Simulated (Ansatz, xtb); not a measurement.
Two isomers of C3H6Cl2Si2

We compare X, `[SiH3]C#C[Si@H](Cl)CCl`, a singlet, with Y, `Cl[C@@H]1C=C[SiH2][Si@@H]1Cl`, a singlet. Both are isolated molecules in the gas phase, relaxed with PBE-D3(BJ)/def2-SVP; the shapes shown needn't be the lowest conformers.

X (Å):

```xyz
13

C    -1.9974    1.5746   -0.5723
C    -0.9741    1.0265   -0.9990
C     0.8482    0.7772   -3.4223
Cl    2.1801    0.8528   -0.4975
Cl   -0.5324    0.1806   -4.4206
Si   -3.5271    2.3866    0.0533
Si    0.5455    0.2303   -1.6365
H    -4.7225    1.5814   -0.3676
H    -3.4696    2.4621    1.5519
H    -3.6232    3.7715   -0.5193
H     0.4386   -1.2580   -1.5486
H     1.7879    0.3503   -3.8253
H     0.8959    1.8807   -3.5066
```

Y (Å):

```yaml
atoms:
  - { symbol: C, position_ang: [-2.2191, 1.4097, -1.0500] }
  - { symbol: C, position_ang: [-1.3564, 2.5941, -1.4078] }
  - { symbol: C, position_ang: [-0.0279, 2.4957, -1.6673] }
  - { symbol: Cl, position_ang: [-3.8879, 1.5748, -1.7457] }
  - { symbol: Cl, position_ang: [-1.9248, -0.7319, -3.5342] }
  - { symbol: Si, position_ang: [0.7704, 0.7843, -1.6208] }
  - { symbol: Si, position_ang: [-1.3441, -0.2237, -1.6003] }
  - { symbol: H, position_ang: [-2.3665, 1.3654, 0.0521] }
  - { symbol: H, position_ang: [-1.8707, 3.5733, -1.4189] }
  - { symbol: H, position_ang: [0.5357, 3.4205, -1.8804] }
  - { symbol: H, position_ang: [1.5601, 0.5599, -0.3565] }
  - { symbol: H, position_ang: [1.6564, 0.5003, -2.8012] }
  - { symbol: H, position_ang: [-1.6879, -1.3583, -0.6814] }
```

Estimate which is lower in electronic energy at CCSD(T)/def2-SVP + ΔMP2/def2-TZVPP, and by roughly how much.

The CCSD(T)/def2-SVP + ΔMP2/def2-TZVPP calculation puts structure Y lower, by 0.494 eV.

Level by level:

```tsv
level	geometry	E(Y) − E(X) (eV)	departure from the last row (eV)	job, with rough time for the two
GFN2-xTB	GFN2-xTB	−0.728	−0.234	optimisation, 0.22 s
HF/STO-3G	GFN2-xTB	−0.901	−0.407	single point, 0.42 s
r2SCAN-D4/def2-SVP	GFN2-xTB	−0.802	−0.308	single point, 2.6 s
PBE-D3(BJ)/def2-SVP	PBE-D3(BJ)/def2-SVP	−1.003	−0.509	optimisation, 27 s
HF/def2-SVP	PBE-D3(BJ)/def2-SVP	−0.302	+0.192	part of the CCSD(T) run
MP2/def2-SVP	PBE-D3(BJ)/def2-SVP	−0.493	+0.001	part of the CCSD(T) run
CCSD(T)/def2-SVP	PBE-D3(BJ)/def2-SVP	−0.592	−0.098	single point
CCSD(T)/def2-SVP + ΔMP2/def2-TZVPP	PBE-D3(BJ)/def2-SVP	−0.494		single point, 40 s
```

As drawn, Y has 1 C–C, 1 C=C, 1 Si–Si, 1 C–H in place of 1 C–Si, 1 C≡C, 1 Si–H. Structure X has no ring, Y a 5-membered ring.

None of the levels shown reverses the order. The largest departure from CCSD(T)/def2-SVP + ΔMP2/def2-TZVPP is that of PBE-D3(BJ)/def2-SVP, 0.509 eV. A small imaginary or near-zero mode remains, so no thermal terms are given. The last row adds to CCSD(T) the change of the MP2 difference between the two basis sets, here +0.098 eV.

The correlated steps freeze 23 core orbitals. Run with Ansatz 0.2.0, xtb 6.7.1; the last row on 4 threads of Intel(R) Xeon(R) Platinum 8375C CPU @ 2.90GHz (Ice Lake) on a shared host.
